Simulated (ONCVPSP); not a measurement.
Transferability test, ONCV potential for P

ONCVPSP 4.0.1 input, shortened (lines: element, Z, core and valence counts, functional; n l f; lmax; l rc ep ncon nbas qcut; lloc lpopt rc5 dvloc0; l nproj debl; icmod fcfact rcfact), PBE, scalar-relativistic:

```
  P 15.00    3    2        4      upf
    1    0    2.00
    2    0    2.00
    2    1    6.00
    3    0    2.00
    3    1    3.00
    2
    0    1.45    0.00    3    6    4.80
    1    1.90    0.00    4    8    5.10
    2    1.95    0.17    5    8    5.30
    0    5    1.45    0.00
    0    0    4.00
    1    2    0.80
    2    2    3.40
    0    0.00    0.00
```

Energies are relative to the spin-unpolarised reference configuration 3s2 3p3; without spin polarisation the order of configurations can differ from experiment.

```tsv
valence configuration	charge	ΔE all-electron (eV)	error AE − PS (meV)
3s2 3p2	+1	9.730	-0.6
3s1 3p4	0	8.534	+1.1
```

Question: What are ΔE and the potential's error for 3s2 3p0?

Answer: ΔE = 58.616 eV all-electron; the error (AE − PS) is +31 meV.

Question: What are ΔE and the potential's error for 3s2 3p1?

Answer: ΔE = 28.877 eV all-electron; the error (AE − PS) is +3.0 meV.

Levels in the configuration 3s2 3p1:

```csv
level,all-electron (eV),pseudo (eV)
3s,-33.956,-33.938
3p,-24.275,-24.264
```
